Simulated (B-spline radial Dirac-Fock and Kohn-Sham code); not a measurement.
## La⁷⁺: non-radiative channels of the 2s vacancy

System: lanthanum as La⁷⁺, 1s2 2s2 2p6 3s2 3p6 3d10 4s2 4p6 4d10 5s2 5p2.

Level of theory: independent-particle radiative and Coulomb Auger rates from relativistic LDA hole-state orbitals, with Dirac-Fock energies; a radial B-spline solver. Kinetic energies are configuration averages from the vacuum level; the two-hole energies are estimated from single-hole states.

```
transition  kinetic energy (eV)  width (meV)  share (%)
   L1-L2N2                22.37          146        4.3
   L1-L2N3                39.99          186        5.5
   L1-L3N1                368.2          262        7.7
   L1-L3N3                448.5          210        6.2
   L1-L3N4                551.9          259        7.6
   L1-L3N5                555.6          333        9.8
   L1-M1M3               3622.5          174        5.1
   L1-M1M4               3891.5          142        4.2
   L1-M1M5               3908.7          198        5.8
   L1-M4M5               4421.2          289        8.5
```

Coster-Kronig rates are the weakest part of this model and often come out 1.5 to 2.5 times too large. The listed channels hold 65 % of the non-radiative rate. Summed by principal shells, of 3.40 eV in all: LLN 48.7 %, LMM 34.1 %, LMN 10.9 %, LLO 4.3 %, LNN 0.9 %, LMO 0.9 %.

Values without a named source are computed, but for edge energies of neutral atoms, which are taken from tables.
